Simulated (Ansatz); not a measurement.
PBE exchange is replaced step by step with exact exchange (0 % is PBE, 25 % PBE0; no dispersion term), basis def2-TZVP, Ansatz. System: Be₃Se₂. The state is a singlet with charge 0. Geometry: r2SCAN-D4/def2-SVP, each spin state at its own.

The relaxed quintet has other bonds than the singlet, so its gap is one between isomers.

Geometry of the singlet:

| atom | x (Å) | y (Å) | z (Å) |
| --- | --- | --- | --- |
| Be1 | 0.826 | 0.045 | -0.371 |
| Be2 | -0.745 | -0.925 | 0.947 |
| Be3 | -1.283 | 0.813 | -0.037 |
| Se4 | 1.136 | -1.699 | 0.711 |
| Se5 | 0.065 | 1.765 | -1.250 |

The structure comes from a short search, and lower isomers may exist.

```
exact exchange (%)  HOMO (eV)  LUMO (eV)  gap (eV)  triplet − singlet (kJ/mol)  quintet − singlet (kJ/mol)
                 0      -5.75      -3.47      2.28                       175.5                       434.4
                 5      -5.95      -3.33      2.62                       178.2                       440.1
                10      -6.15      -3.18      2.97                       180.9                       445.8
                15      -6.36      -3.04      3.31                       183.6                       451.3
                25      -6.76      -2.75      4.01                       188.9                       462.2
                35      -7.17      -2.46      4.71                       194.2                       472.7
                50      -7.79      -2.03      5.76                       201.9                       487.5
```
